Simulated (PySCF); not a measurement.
C₄H₁₀ClSi (doublet state).
Geometry (GFN2-xTB, Å), atoms numbered from 1 in this order:
```
atom  x, y, z in Å
C1    -0.9565    1.1614    0.8318
C2    -0.4564    0.2702   -0.2467
Si3   -1.5224   -1.0875   -0.9290
C4     0.9857    0.3811   -0.5970
C5     1.9038   -0.1732    0.4986
Cl6    1.6435   -1.9236    0.7135
H7    -2.0139    1.3810    0.6929
H8    -0.8642    0.6759    1.8093
H9    -0.3989    2.0980    0.8769
H10   -0.8889   -1.5916   -2.1486
H11   -1.7061   -2.1952    0.0189
H12   -2.8466   -0.5271   -1.2265
H13    1.1943   -0.1518   -1.5261
H14    1.2663    1.4337   -0.7289
H15    2.9530   -0.0401    0.2346
H16    1.6997    0.2977    1.4595
```

The hyperfine couplings belong to this conformer and change with its torsions.

The species is `C[C]([SiH3])CCCl` [radical].

Computed, not measured: UKS B3LYP, pcH-1 on C Cl H Si, non-relativistic, mean-field spin-orbit, GIAO in PySCF. One conformer (not necessarily the lowest) at the GFN2-xTB geometry, without solvent, vibrations or thermal averaging. A GFN2-xTB geometry isn't a minimum of the functional, and hyperfine couplings can be far from their values at a DFT geometry. Stability of the SCF solution: not tested.

Match the computed a_iso(1H) values +68.7, +37.5, +33.8, +0.8 MHz (means over equivalent nuclei) with the sites H7/H8/H9; H10/H11/H12; H13/H14; H15/H16.

```csv
site,a_iso (MHz),ρ(0) (bohr⁻³),position,distance from C2 (Å),bound to,spin population there,largest |T| (MHz)
H7/H8/H9,+68.7,+0.0154,"β, 2 bonds from C2",2.14,C1,-0.08,8.4
H10/H11/H12,+37.5,+0.0084,"β, 2 bonds from C2",2.73,Si3,-0.04,5.5
H13/H14,+33.8,+0.0076,"β, 2 bonds from C2",2.13,C4,-0.07,8.9
H15/H16,+0.8,+0.0002,"γ, 3 bonds from C2",3.10,C5,+0.04,5.6
```

ρ(0) is the spin density at the nucleus and T the dipolar tensor; a_iso includes a spin–orbit part; entries for several nuclei are means. The Mulliken spin populations are largest on C2 (+0.96), C1 (-0.08) and C4 (-0.07). C2 is the only atom above +0.15. The angles at C2 add up to 359.3°, so it is planar.

The spin density at the nucleus, in bohr⁻³, is negative for Si3 (-0.0517), C1 (-0.0267) and C4 (-0.0254), for instance. A restricted open-shell determinant has no negative spin density anywhere; here it arises because α and β orbitals differ (spin polarisation).

Class means assume fast exchange of nuclei equivalent by connectivity; if that motion is slow, each nucleus keeps its own coupling. The three 1H nuclei of mean +68.7 MHz run from 26.8 to 137.4 MHz in the frozen geometry. The three 1H nuclei of mean +37.5 MHz run from 3.7 to 76.6 MHz in the frozen geometry. The 1H value of +33.8 MHz is a mean of couplings from 11.2 to 56.4 MHz in this one geometry, not an average over conformers. The 1H value of +0.8 MHz is a mean of couplings from -3.9 to 5.6 MHz in this one geometry, not an average over conformers.
